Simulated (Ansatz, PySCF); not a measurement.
Process, species as SMILES: F[C](F)CC(F)(F)F -> FC(F)[CH]C(F)(F)F
Each molecule is optimised on its own at B3LYP-D3(BJ)/def2-TZVP (Ansatz, a first-principles code), one conformer each, not searched for the lowest. Frequencies are from Ansatz or PySCF.

Quantity: isomerisation energy (enthalpy at 298 K, with B3LYP-D3(BJ) rigid-rotor harmonic-oscillator terms), in kcal/mol. Valence correlation only, unless marked. Open shells are spin-unrestricted. Spin-orbit coupling is left out. No relativistic terms. CBS marks a two-point X^-3 extrapolation of the correlation energy; Hartree-Fock from the larger set. [CCSD(T)-MP2]/basis is that difference in the basis named.

```csv
level,program,isomerisation energy (kcal/mol)
SVWN5/def2-TZVPD,Ansatz,[?]
PBE/def2-TZVPD,Ansatz,3.6
PBE-D3(BJ)/def2-TZVPD,Ansatz + dftd3,3.7
revPBE/def2-TZVPD,Ansatz,3.0
r2SCAN/def2-TZVPD,Ansatz,3.4
r2SCAN-D4/def2-TZVPD,Ansatz + dftd4,3.4
PBE0/def2-QZVPP,Ansatz,[?]
BHLYP-D4/def2-TZVPD,Ansatz + dftd4,3.1
BHLYP/def2-TZVPD,Ansatz,3.0
CAM-B3LYP-D4/def2-TZVPD,Ansatz + dftd4,3.6
SCS-MP2/6-31G,Ansatz,1.0
SCS-MP2/cc-pwCVTZ,Ansatz,3.4
CCSD/cc-pVTZ,Ansatz,[?]
"RI-MP2/CBS(cc-pVTZ,cc-pVQZ)+[CCSD(T)-MP2]/cc-pVTZ",Ansatz,3.0
```

Q: Some entries are withheld; supply them.

A: 
- SVWN5/def2-TZVPD, isomerisation energy (kcal/mol): 5.8
- PBE0/def2-QZVPP, isomerisation energy (kcal/mol): 3.9
- CCSD/cc-pVTZ, isomerisation energy (kcal/mol): 3.3
